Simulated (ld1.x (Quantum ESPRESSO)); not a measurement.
Tm (Z = 69): excitation energies, all-electron against ultrasoft

| Quantity | Value |
| --- | --- |
| Element | thulium (Tm) |
| Generator | ld1.x (Quantum ESPRESSO) 7.5 |
| Type | ultrasoft |
| Functional | PBE |
| Relativity | scalar-relativistic |
| Frozen core | [Xe] 4f12 |
| Valence charge | 3 |
| Reference configuration | 5d1 6s1.75 6p0.25 |
| Partial waves | 6s (bound): rcut 2.96, rcutus 3.48 bohr; 6s channel at 0.35 Ry: rcut 2.96, rcutus 3.48 bohr; 6p (bound): rcut 3.80, rcutus 4.02 bohr; 6p channel at 3.9 Ry: rcut 3.80, rcutus 4.02 bohr; 5d (bound): rcut 2.54, rcutus 3.48 bohr; 5d channel at 1.05 Ry: rcut 2.54, rcutus 3.48 bohr |
| Local potential | all-electron potential smoothed inside 3.34 bohr (lloc = -1) |
| Core correction | none |
| Augmentation charge | PSQ, inside the norm-conserving radii |

Energies are relative to the spin-unpolarised reference configuration 5d1 6s1.75 6p0.25; without spin polarisation the order of configurations can differ from experiment. Not all tests gave a result: test run stopped at test 6 of 7 (negative rho).

```tsv
valence configuration	charge	ΔE all-electron (eV)	error AE − PS (meV)
5d1 6s1 6p0	+1	6.354	+2.7
5d1 6s0 6p0	+2	19.288	+189
5d0 6s2 6p1	0	0.414	+201
```

Problem. What are ΔE and the potential's error for 5d1 6s2 6p0?

Solution. ΔE = -0.794 eV all-electron; the error (AE − PS) is +0.9 meV.

Problem. What are ΔE and the potential's error for 5d1 6s0 6p1?

Solution. ΔE = 10.399 eV all-electron; the error (AE − PS) is +69 meV.

Levels in the configuration 5d1 6s0 6p0:

```csv
level,all-electron (eV),pseudo (eV)
5d,-15.123,-15.017
```
